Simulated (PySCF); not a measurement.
C₇H₁₁ClO.
Atom-mapped SMILES: `[O:1]=[C:2]([Cl:3])[CH:4]1[CH2:5][CH2:6][CH2:7][CH2:8][CH2:9]1`

Probes without a nucleus sit at each ring's centroid and 1 Å off its mean plane on both sides; NICS is minus the shielding there, NICSzz its component along the normal. Level: GIAO PBE0/pcSseg-1 (PySCF, non-relativistic, gas phase) on the GFN2-xTB geometry, one conformer.

Ring bond lengths (Å), with Mayer bond orders in brackets: C4–C5 1.537 (1.01), C5–C6 1.525 (1.03), C6–C7 1.525 (1.03), C7–C8 1.525 (1.03), C8–C9 1.527 (1.03), C9–C4 1.534 (1.02).

Q: What do the NICS probes read (ppm)?

A: 
```csv
ring,type,NICS(0),"NICS(1), two faces","NICS(1)zz, two faces",rms pucker (Å),"centre to ring atoms, mean (Å)"
C4–C5–C6–C7–C8–C9,6-membered carbocycle; formal bonds all single,-2.4,-2.2 / -2.4,2.5 / 2.9,0.24,1.47
```

Q: What can be read from them?

A: 
- C4–C5–C6–C7–C8–C9: mean NICS(1)zz 2.7 ppm, near zero. C4, C5, C6, C7, C8, C9 have four or more neighbours, and the NICS criterion for π rings isn't applied.

Q: At the first NICS(1) probe listed for ring C4–C5–C6–C7–C8–C9, 1 Å off the ring, how large is the induced field along the normal in 11.7 T applied along it?

A: NICSzz × B0 = 2.5 ppm × 11.7 T = 29 μT, along the applied field.

Q: How shielded are the nuclei of the rings and their hydrogens (means over atoms taken as equivalent)?

A: 
| atoms | environment | σ isotropic (ppm) | principal values of the symmetric part, first atom (ppm) |
| --- | --- | --- | --- |
| C4 | sp3 carbon next to a carbonyl | 133.2 | 112.0, 123.1, 164.5 |
| C5 (×2) | ring CH2 carbon | 154.1 | 142.8, 152.6, 161.8 |
| C6 (×2) | ring CH2 carbon | 160.9 | 155.0, 161.9, 163.6 |
| C7 | ring CH2 carbon | 156.7 | 152.2, 156.9, 161.0 |
| H on C4 | methine hydrogen | 28.83 | 24.9, 28.2, 33.3 |
| H on C5 (×2) | methylene hydrogen | 29.29 | 24.4, 27.9, 34.7 |
| H on C5 (×2) | methylene hydrogen | 30.28 | 26.9, 27.8, 35.6 |
| H on C6 (×2) | methylene hydrogen | 30.16 | 26.9, 29.9, 34.8 |
| H on C6 (×2) | methylene hydrogen | 30.16 | 24.8, 28.0, 37.5 |
| H on C7 | methylene hydrogen | 30.58 | 26.8, 28.5, 36.5 |
| H on C7 | methylene hydrogen | 29.94 | 25.1, 27.5, 37.1 |

Hardware: one thread, Arm Neoverse V2, no GPU, shared host. Cost: 45 s wall (with the writing of density and orbital grids). This is the whole shielding run at PBE0/pcSseg-1, SCF included.
